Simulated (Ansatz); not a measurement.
Geometry optimisation, Ansatz, UHF/6-31G*.

Input:

```yaml
crystal:
  periodic: [false, false, false]
  atoms:
    - { symbol: Al, position_ang: [0.324281, -1.816452, -0.202103] }
    - { symbol: S, position_ang: [1.978139, 0.630708, -2.189747] }
    - { symbol: H, position_ang: [-0.430898, -2.625321, -1.326977] }
    - { symbol: H, position_ang: [1.630014, -2.290159, 0.549004] }
    - { symbol: H, position_ang: [0.987763, 0.770491, -1.288056] }
    - { symbol: "N", position_ang: [-0.411011, -0.177047, 0.309408] }
    - { symbol: C, position_ang: [-1.6741, 0.317222, -0.197963] }
    - { symbol: C, position_ang: [0.075703, 0.590958, 1.436468] }
    - { symbol: H, position_ang: [2.947601, 0.837515, -1.309494] }
    - { symbol: H, position_ang: [-2.45325, 0.303738, 0.564466] }
    - { symbol: H, position_ang: [-1.591036, 1.3443, -0.555445] }
    - { symbol: H, position_ang: [-2.018159, -0.291488, -1.026663] }
    - { symbol: H, position_ang: [1.014213, 0.186018, 1.798466] }
    - { symbol: H, position_ang: [0.248276, 1.634844, 1.169365] }
    - { symbol: H, position_ang: [-0.627534, 0.584673, 2.269272] }
magnetization:
  spin_polarized: true
basis:
  gaussian: { orbitals: "6-31G*" }
hamiltonian:
  xc: hf
relax:
  f_tol: 0.03
  max_steps: 50
```

Launched with:

```bash
$ ansatz run input.yaml --threads 2 --pin off --max-ram 3072MiB --backend cpu --events-out ev --progress --plain --runs-dir out
```

Q: Where does it end, and by what steps?

A: The run converged. The force dipped under the threshold on the way, but the program's further checks kept it going. After 25 steps the energy has fallen by 0.248 eV; H5 moved furthest, 1.42 Å.

```
step  energy less start (eV)  largest force component (eV/Å)  accepted
   0                  0.0000                           1.413       yes
   1                 -0.0912                           0.758       yes
   2                 -0.1155                           0.710       yes
   3                 -0.1427                           0.225       yes
   4                 -0.1501                           0.123       yes
   5                 -0.1586                           0.107       yes
   6                 -0.1596                           0.940       yes
   7                 -0.2058                           0.351       yes
   8                 -0.1992                           0.981        no
   9                 -0.2236                           0.075       yes
  10                 -0.2295                           0.054       yes
  11                 -0.2335                           0.164       yes
  12                 -0.2305                           0.484        no
  13                 -0.2388                           0.055       yes
  14                 -0.2412                           0.030       yes
  15                 -0.2399                           0.408        no
  16                 -0.2426                           0.061       yes
  17                 -0.2430                           0.177       yes
  18                 -0.2431                           0.257       yes
  19                 -0.2462                           0.010       yes
  20                 -0.2470                           0.028       yes
  21                 -0.2357                           0.735        no
  22                 -0.2470                           0.201       yes
  23                 -0.2478                           0.048       yes
  24                 -0.2481                           0.009       yes
  25                 -0.2483                           0.014       yes
```

```xyz
15
Properties=species:S:1:pos:R:3
Al 0.479 -1.474 -0.333
S 2.228 -0.041 -2.092
H -0.197 -2.231 -1.553
H 1.724 -2.042 0.471
H 1.396 0.828 -2.648
N -0.480 -0.179 0.454
C -1.731 0.325 -0.063
C -0.072 0.506 1.659
H 2.764 0.838 -1.255
H -2.537 0.224 0.665
H -1.668 1.383 -0.326
H -2.026 -0.219 -0.954
H 0.856 0.095 2.039
H 0.082 1.574 1.489
H -0.820 0.413 2.448
```

Whether the end is a true minimum wasn't checked by a vibrational analysis.

Run time: 32 s on 2 threads of AMD EPYC 9R45 96-Core Processor (Zen 5), on a shared host, peak memory 0.3 GiB.
